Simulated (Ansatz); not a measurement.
Kohn–Sham single points on CH6B2SSi (`[SiH3]SB1BC1`).

```yaml
crystal:
  periodic: [false, false, false]
  atoms:
    - {symbol: Si, position_ang: [-1.019969, 0.304675, -1.760732]}
    - {symbol: S, position_ang: [1.064035, 0.704272, -1.408688]}
    - {symbol: B, position_ang: [1.133683, 0.342087, 0.324394]}
    - {symbol: B, position_ang: [1.523232, 0.121334, 1.811894]}
    - {symbol: C, position_ang: [0.314074, -0.630134, 1.354596]}
    - {symbol: H, position_ang: [-1.862072, 1.139397, -0.871639]}
    - {symbol: H, position_ang: [-1.284595, 0.625415, -3.183955]}
    - {symbol: H, position_ang: [-1.302311, -1.131476, -1.506737]}
    - {symbol: H, position_ang: [1.819190, 0.535944, 2.879410]}
    - {symbol: H, position_ang: [-0.568247, -0.842919, 1.954479]}
    - {symbol: H, position_ang: [0.248480, -1.225594, 0.427578]}
basis:
  gaussian: {orbitals: def2-TZVPP}
hamiltonian: {xc: {name: PBE-QIDH}}
```

```sh
$ ansatz run in.yaml --threads 4 --pin off --events-out ev --progress --plain
```

It prints (some lines left out):

```
Functional definition: PBE-QIDH
1509 factors; integrals over basis functions are off by at most 9.4e-4 eV
mean field evaluation 1: about -21174.1713 eV, gradient 3.8e1 eV
mean field evaluation 2: about -21174.4035 eV, gradient 3.7e1 eV
mean field evaluation 4: about -21178.2563 eV, gradient 3.6e0 eV
mean field evaluation 8: about -21178.3089 eV, gradient 2.6e-1 eV
mean field evaluation 16: about -21178.3093 eV, gradient 3.9e-4 eV
mean field -21178.30932289 eV, -778.2885124425 hartree, gradient 8.7e-6 eV, S^2 0.000000; 0 other end points of the search recorded, 0 dependent functions left out
13 core orbitals not correlated: weight in the atoms' cores, before any rotation towards them, 1.000 or more for the frozen orbitals, at most 0.000 for the correlated occupied ones
reference -21178.30933775 eV, -778.2885129888 hartree; 13, 13 occupied and 235, 235 virtual orbitals, 1509 factors
second order -20.75848567 eV of doubles, -0.00000000 eV of singles
Total energy: -21185.22883298 eV, -778.5427997481 hartree
```

It took 6 s on 4 threads of a server CPU on a shared host, with 0.69 GiB of host memory at the peak.

With the line `hamiltonian: {xc: {name: BHLYP}, dispersion: d4}` (abridged; 3.5 s):

```
Functional definition: BHLYP
mean field evaluation 16: about -21199.2571 eV, gradient 3.2e-4 eV
mean field -21199.25705264 eV, -779.0583273119 hartree, gradient 3.8e-5 eV, S^2 0.000000
Total energy: -21199.61904647 eV, -779.0716303400 hartree
```

With the line `hamiltonian: {xc: pbe0, dispersion: d4}` (abridged; 3.1 s):

```
Functional definition: PBE0
mean field evaluation 16: about -21190.3623 eV, gradient 3.0e-5 eV
mean field -21190.36225705 eV, -778.7314496033 hartree, gradient 3.0e-5 eV, S^2 0.000000
Total energy: -21190.59900833 eV, -778.7401500524 hartree
```

Changing it to `hamiltonian: {xc: {name: wB97M-V}}` and forces (abridged; 12 s):

```
Functional definition: wB97M-V
mean field evaluation 16: about -21198.2004 eV, gradient 9.8e-4 eV
mean field -21198.20038088 eV, -779.0194953411 hartree, gradient 4.7e-5 eV, S^2 0.000000
Total energy: -21198.20043994 eV, -779.0194975116 hartree
Atom 0 force    -0.175759    -0.037237    -0.032943 eV/Å
Atom 1 force    -0.009079     0.027449    -0.130019 eV/Å
Atom 2 force     0.081250     0.014775     0.127320 eV/Å
Atom 3 force     0.017941     0.065602     0.084032 eV/Å
Atom 4 force    -0.170603    -0.096862     0.013144 eV/Å
Atom 5 force     0.102976    -0.100875    -0.104103 eV/Å
Atom 6 force     0.037475    -0.038284     0.178982 eV/Å
Atom 7 force     0.034556     0.170911    -0.024890 eV/Å
Atom 8 force    -0.045474    -0.067623    -0.135627 eV/Å
Atom 9 force     0.100754     0.027188    -0.047294 eV/Å
Atom 10 force     0.025962     0.034957     0.071398 eV/Å
Dipole moment:    -0.413116    -0.162627    -0.149208 e Å
```

Changing it to `hamiltonian: {xc: {name: B3LYP}, dispersion: d4}` and forces (abridged; 5.5 s):

```
Functional definition: B3LYP
mean field evaluation 16: about -21202.1617 eV, gradient 8.3e-4 eV
mean field -21202.16173927 eV, -779.1650725767 hartree, gradient 1.5e-5 eV, S^2 0.000000
Total energy: -21202.61315028 eV, -779.1816616252 hartree
Atom 0 force    -0.259073    -0.036664    -0.103243 eV/Å
Atom 1 force     0.133479     0.049731    -0.024677 eV/Å
Atom 2 force     0.171223     0.125364     0.109489 eV/Å
Atom 3 force     0.005924     0.057698     0.021281 eV/Å
Atom 4 force    -0.124942    -0.193007    -0.027118 eV/Å
Atom 5 force     0.048704    -0.060855    -0.064169 eV/Å
Atom 6 force     0.007574    -0.022122     0.091621 eV/Å
Atom 7 force     0.009697     0.102249    -0.017392 eV/Å
Atom 8 force    -0.025782    -0.046402    -0.120204 eV/Å
Atom 9 force     0.046281     0.029715    -0.034731 eV/Å
Atom 10 force    -0.013083    -0.005706     0.169142 eV/Å
Dipole moment:    -0.408691    -0.163723    -0.147087 e Å
```

With the line `hamiltonian: {xc: lda}` (abridged; 1.2 s):

```
Functional definition: SPW92
mean field evaluation 16: about -21105.7598 eV, gradient 1.6e-3 eV
mean field -21105.75976230 eV, -775.6223652666 hartree, gradient 8.1e-5 eV, S^2 0.000000
Total energy: -21105.75980786 eV, -775.6223669411 hartree
```

B3LYP takes the VWN-RPA correlation (the form of Gaussian; ORCA's B3LYP/G).
